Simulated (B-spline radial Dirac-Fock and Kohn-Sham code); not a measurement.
**Compton profile of Re⁷⁴⁺**

System: rhenium as Re⁷⁴⁺, configuration 1s1.

Input file task.json (cfg lists n, l and occupation; rrms is the nuclear radius in fm):

```json
{"items": [{
  "Z": 75,
  "q": 74,
  "cfg": [[1, 0, 1]],
  "A": 187,
  "rrms": 5.3698,
  "do": ["scatter"],
  "s": [0.0, 0.05, 0.1, 0.15, 0.2, 0.25, 0.3, 0.35, 0.4, 0.45, 0.5, 0.6, 0.7, 0.8, 0.9, 1.0, 1.1, 1.2, 1.4, 1.6, 1.8, 2.0, 2.5, 3.0, 3.5, 4.0, 5.0, 6.0],
  "pz": [0, 0.1, 0.2, 0.3, 0.4, 0.5, 0.6, 0.8, 1.0, 1.2, 1.4, 1.6, 1.8, 2.0, 2.5, 3.0, 4.0, 5.0, 7.0, 10.0, 15.0, 20.0, 30.0, 40.0, 60.0, 100.0],
  "hv_scatter": [1000, 5000, 8047.8, 10000, 17479.3, 20000, 30000, 200000]
}]}
```

Launch: `python xray_run.py task.json out`

Level of theory: the impulse approximation on Dirac-Fock orbitals of the configuration average with a finite nucleus; an atomic code on a B-spline grid. pz is in atomic units of momentum; subshell profiles are per electron, for a selection of subshells; open shells are spread over both j values by their weights.

```csv
pz,J total,J 1s1/2
15,0.008916,0.00892
20,0.008283,0.00828
30,0.006791,0.00679
40,0.005275,0.00527
60,0.002894,0.00289
100,0.0008174,0.000817
```

Question: What is the peak value J(0), and which subshell contributes most to it?

Answer: J(0) = 0.009835. The 1s1/2 subshell gives the largest part, 100 %.

Mean momentum ⟨p⟩ by subshell (a.u.): 1s1/2 79.5.

Values without a named source are computed, but for edge energies of neutral atoms, which are taken from tables.
